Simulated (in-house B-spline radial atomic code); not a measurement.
A calculation on neutral calcium: its settings, and results tabulated from the run. Level of theory: non-relativistic B3LYP, spherical fractional occupations, point nucleus, inside a hard spherical wall at 5.99 bohr; calculated with a radial B-spline atomic code at the basis-set limit.

Command:
```bash
python run_scf.py task.json out
```
Settings:
```
Z                20
configuration    [Ne] 3s1 3p6 3d1 4s2
hamiltonian      nr
method           b3lyp
spin_polarised   False
wall_radius      5.99
```

Output (hartree, bohr):
```
 radial grid: 42 intervals, B-splines of order 8, outer radius 5.99 bohr

 iter        energy (Eh)    residual
    1        -673.127391    2.86e-01
    2        -674.611995    1.56e-01
    3        -675.663872    2.99e-02
    4        -675.717700    4.35e-03
    5        -675.718280    3.17e-03
    6        -675.718850    5.34e-04
    7        -675.718862    2.34e-05
    8        -675.718862    3.74e-06
    9        -675.718862    2.23e-07
   10        -675.718862    8.43e-10

 total energy                      -675.71886
 kinetic                             675.4855
 electron-nucleus                  -1599.6537
 Hartree                             284.2146
 exact exchange                       -6.8806
 exchange-correlation                -28.8847

 orbital      occ     eigenvalue          <r>       <r^2>       <1/r>     <1/r^3>     <1/r^2>       r_max
 1s         2.000      -145.5273    0.0773651  0.00803625     19.5346           -     769.406     0.05082
 2s         2.000       -15.5357     0.366187    0.158683     4.01317           -     66.3262      0.3019
 2p         6.000       -12.6751      0.32799    0.132962     3.94041     183.646     21.4995      0.2472
 3s         1.000        -1.7794      1.15365     1.53541     1.20967           -     8.95733      0.9931
 3p         6.000        -1.1077      1.25474     1.85611     1.08958      19.714     2.65983       1.038
 3d         1.000        -0.0213        1.911     4.63331    0.704848     1.04529    0.704349       1.227
 4s         2.000        -0.0804      3.20416     11.2334    0.396322           -     1.11723       3.082
```

Time taken, with all properties: 0.13 s on 1 thread of Arm Neoverse V2 (shared host).

Caution: exact exchange at fractional occupations of open shells leaves self-interaction of up to several eV.
